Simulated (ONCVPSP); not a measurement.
**Scattering properties, ONCV potential for scandium**

scandium, optimised norm-conserving Vanderbilt (ONCV), made with ONCVPSP 4.0.1 (LDA (Perdew-Wang 92), scalar-relativistic). Core [Ne], reference 3s2 3p6 3d1 4s2. Waves: 3s+4s: rc 2.00 bohr, ncon 4, nbas 8, qcut 5.1 1/bohr, 3 projectors, debl 2.3 Ha; 3p: rc 1.75 bohr, ncon 4, nbas 7, qcut 8.4 1/bohr, 1 projector; 3d: rc 2.60 bohr, ncon 4, nbas 9, qcut 5.8 1/bohr, 2 projectors, debl 1.2 Ha. Local part: polynomial inside 1.10 bohr (lpopt 5, dvloc0 -1 Ha). Core correction: Teter function, fcfact 2, rcfact 1.7.

The phase is arctan(r·R′/R) of the radial function R(r), unwrapped; energies in Ha, scanned from -4 to 5 Ha. A pole is an energy at which the radial function vanishes at the test radius. The pseudo phase is shifted by a multiple of π to meet the all-electron one at the reference energy, and phase errors are pseudo minus all-electron; the curves can meet again beyond the range given. Levels narrower than the energy grid can be missing from the lists of poles.

| channel | radius (bohr) | reference energy (Ha) | poles, all-electron | poles, pseudo | unbroken range about the reference energy with phases within 0.05 rad | phase error 1 Ha above the reference energy (rad) |
| --- | --- | --- | --- | --- | --- | --- |
| s | 2.03 | -0.16 | -1.85, 3.46 | -1.85, 3.46 | the whole range | -0.000 |
| p | 1.78 | -1.23 | -0.74 | -0.74 | below 1.0 | -0.004 |
| d | 2.64 | -0.13 | 0.05, 2.32 | 0.05, 2.29 | below 3.1 | -0.001 |

Phases in the d channel:

```json
{"E (Ha)": "-3.98", "all-electron": "1.416", "pseudo": "1.416"}
{"E (Ha)": "-3.50", "all-electron": "1.404", "pseudo": "1.404"}
{"E (Ha)": "-3.02", "all-electron": "1.389", "pseudo": "1.388"}
{"E (Ha)": "-2.54", "all-electron": "1.369", "pseudo": "1.368"}
{"E (Ha)": "-2.06", "all-electron": "1.341", "pseudo": "1.341"}
{"E (Ha)": "-1.58", "all-electron": "1.299", "pseudo": "1.298"}
{"E (Ha)": "-1.10", "all-electron": "1.221", "pseudo": "1.220"}
{"E (Ha)": "-0.62", "all-electron": "1.004", "pseudo": "1.002"}
{"E (Ha)": "-0.14", "all-electron": "-1.075", "pseudo": "-1.075"}
{"E (Ha)": "0.34", "all-electron": "-1.917", "pseudo": "-1.919"}
{"E (Ha)": "0.82", "all-electron": "-3.280", "pseudo": "-3.282"}
{"E (Ha)": "1.30", "all-electron": "-4.380", "pseudo": "-4.380"}
{"E (Ha)": "1.78", "all-electron": "-4.598", "pseudo": "-4.600"}
{"E (Ha)": "2.26", "all-electron": "-4.702", "pseudo": "-4.707"}
{"E (Ha)": "2.74", "all-electron": "-4.788", "pseudo": "-4.804"}
{"E (Ha)": "3.22", "all-electron": "-4.915", "pseudo": "-4.983"}
{"E (Ha)": "3.70", "all-electron": "-5.392", "pseudo": "-6.331"}
{"E (Ha)": "4.18", "all-electron": "-7.326", "pseudo": "-7.575"}
{"E (Ha)": "4.66", "all-electron": "-7.660", "pseudo": "-7.734"}
```
